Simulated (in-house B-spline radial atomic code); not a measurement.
Ionising the arsenic ion As³⁺ with different functionals

Computed with a radial B-spline atomic code at the basis-set limit: scalar-relativistic (spin-free X2C) Hamiltonian, Fermi nucleus of rms radius 4.0968 fm, spin-polarised at highest spin, spherical fractional occupations for the functionals, the average over the highest-spin determinants for Hartree-Fock. The ionisation energy is the difference of two self-consistent energies, [Ar] 3d10 4s2 → [Ar] 3d10 4s1, without Breit or QED terms; ε is the level of the shell that loses the electron (its least bound occupied spin orbital). There is no spin-orbit coupling in this Hamiltonian.

```tsv
method	rung	ΔSCF (eV)	-ε(4s) (eV)
Hartree-Fock	Hartree-Fock	47.85	48.09
HF fractional	Hartree-Fock	47.85	48.09
LDA VWN5	LDA	50.66	44.85
LDA PW92	LDA	50.66	44.84
LDA exchange-only	LDA	49.02	43.42
PBE	GGA	50.22	44.42
PBEsol	GGA	50.11	44.45
BLYP	GGA	50.45	44.53
RPBE	GGA	50.01	44.21
PW91	GGA	50.33	44.55
BP86	GGA	50.33	44.64
AM05	GGA	50.05	44.40
OLYP	GGA	49.78	43.99
TPSS	meta-GGA	49.84	44.33
SCAN	meta-GGA	49.88	44.87
r2SCAN	meta-GGA	49.76	44.71
revTPSS	meta-GGA	49.74	44.31
PBE0	global hybrid	49.82	45.57
B3LYP	global hybrid	50.32	45.62
TPSSh	global hybrid	49.72	44.80
BHandHLYP	global hybrid	49.75	46.81
r2SCAN0	global hybrid	49.55	45.83
B97-1	global hybrid	50.15	45.31
HSE06	range-separated hybrid	49.90	45.30
wB97X	range-separated hybrid	49.97	48.38
CAM-B3LYP	range-separated hybrid	50.30	47.35
LC-wPBE	range-separated hybrid	49.91	48.72
```

(1) Among the functionals, which spreads more, the ΔSCF values or the orbital energies?

(2) How do they compare with the NIST value?

Answers

(1) The orbital energies: ΔSCF values span about 1.64 eV and the orbital energies 5.30 eV.

(2) NIST lists 50.15 eV ± 0.06 (measured, ground level to ground level). Errors run from -2.30 to +0.51 eV; B97-1 is closest (-0.00 eV), though others lie within the uncertainty of it, and part of that can be cancellation, since the calculations leave out Breit-QED terms. Hartree-Fock also lacks correlation.
